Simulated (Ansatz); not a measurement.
Job for Ansatz (a program for electronic structure): R-CCSD(T)/def2-TZVPP on H4SeSn (SMILES [SeH][SnH3]), a point of a torsion scan. Elements past Kr take the def2 small-core potentials; no spin–orbit coupling. The run froze 23 orbitals, filled d shells among them.

Ansatz 0.2 input:
```yaml
crystal:
  periodic: [false, false, false]
  atoms:
    - {symbol: Se, position_ang: [1.71264916, -0.91985299, -0.11054554]}
    - {symbol: Sn, position_ang: [-0.60767387, 0.00095063, 0.01302704]}
    - {symbol: H, position_ang: [2.34989559, 0.36112944, 0.02379321]}
    - {symbol: H, position_ang: [-0.90032105, 1.09476243, -1.22366197]}
    - {symbol: H, position_ang: [-0.88640321, 0.77230256, 1.47556128]}
    - {symbol: H, position_ang: [-1.65764159, -1.28557829, -0.13413699]}
basis:
  gaussian:
    orbitals: def2-TZVPP
magnetization: {spin_polarized: false}
correlation: {method: ccsd_t, electrons: outside_noble_gas}
scf: {lower_state_search: off}
```

Q: Predict the final total energy.

A: -2615.8528 hartree (reference determinant -2615.5305, T1 diagnostic 0.010).

Q: How many basis functions does it have, and what does it roughly cost on one machine?

A: 154 functions; very roughly 10 core-seconds.
